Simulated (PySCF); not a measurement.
A geometry optimisation on `CC(C)(C)B1CCCC1`.

Method: PBE0-D3(BJ)/def2-SVP geometry optimisation, gas phase (PySCF 2.14.0). Start geometry: GFN2-xTB. The input is one job of a driver script: a line of settings, then coordinates in Å.

Input:
```
{"job": {"xc": "PBE0", "basis": "def2-SVP", "d3": "d3bj", "grid": 1, "kind": "geom"}, "charge": 0, "multiplicity": 1}
C     -1.985380     1.349318    -0.016436
C     -1.307060    -0.020379     0.127079
C     -1.985567    -1.001402    -0.840317
C     -1.544138    -0.525653     1.564715
B      0.270542     0.037790    -0.081389
C      1.222064     1.271059     0.180109
C      2.592613     0.831305    -0.360559
C      2.627598    -0.685213    -0.167141
C      1.206052    -1.161162    -0.508682
H     -1.567676     2.062045     0.690235
H     -1.844409     1.740759    -1.021479
H     -3.055661     1.268950     0.170557
H     -1.564573    -1.998109    -0.737352
H     -1.849184    -0.677101    -1.869578
H     -3.054762    -1.059049    -0.640458
H     -1.095038    -1.505507     1.707916
H     -1.111236     0.159489     2.289949
H     -2.612379    -0.604644     1.761580
H      1.296156     1.422435     1.261680
H      0.913231     2.229895    -0.235633
H      3.426180     1.328332     0.137185
H      2.650439     1.062194    -1.426436
H      3.394497    -1.160529    -0.780255
H      2.841641    -0.913148     0.879514
H      1.124827    -1.292345    -1.592438
H      0.990178    -2.136715    -0.072410
```

Task: What does the run print?

Result: 
```
step   0  E = -339.30587384  max force = 0.011573
step   1  E = -339.30958320  max force = 0.001765
step   2  E = -339.30965236  max force = 0.000629
step   3  E = -339.30967223  max force = 0.000728
step   4  E = -339.30968497  max force = 0.000551
step   5  E = -339.30969203  max force = 0.000420
optimisation converged
```

Energies in Eh; «max force» is the largest Cartesian gradient component in Eh/bohr.

Task: How much energy does the optimisation release, in kcal/mol?

Result: E(step 0) − E(last step) = 0.003818 Eh, which is 2.4 kcal/mol.

Summary of the converged run: final energy -339.30969 Eh after 5 steps; dipole 0.10 D.

Task: Where do the atoms end?

Result: 0.050 Å rms from the input after alignment:
```
atom  x, y, z in Å
C1    -2.1512    1.2126   -0.1849
C2    -1.4681   -0.1483   -0.0374
C3    -2.0937   -1.1572   -1.0049
C4    -1.6489   -0.6555    1.4072
B5     0.1032   -0.0679   -0.2110
C6     1.0286    1.1842    0.0477
C7     2.4169    0.7513   -0.4428
C8     2.4658   -0.7640   -0.2206
C9     1.0622   -1.2638   -0.5865
H10   -1.7447    1.9493    0.5256
H11   -2.0181    1.6238   -1.1986
H12   -3.2368    1.1364    0.0004
H13   -1.6431   -2.1561   -0.8985
H14   -1.9659   -0.8450   -2.0541
H15   -3.1777   -1.2599   -0.8227
H16   -1.1808   -1.6414    1.5580
H17   -1.2183    0.0401    2.1457
H18   -2.7229   -0.7587    1.6419
H19    1.0329    1.2854    1.1546
H20    0.6765    2.1545   -0.3348
H21    3.2512    1.2805    0.0450
H22    2.5018    0.9620   -1.5238
H23    3.2772   -1.2500   -0.7858
H24    2.6593   -0.9709    0.8471
H25    0.9660   -1.3356   -1.6920
H26    0.8026   -2.2628   -0.2037
```

Rough CPU time on one thread of a shared machine: about 6 min.
Labels such as C1 count atoms from 1, the log's own numbers from 0.
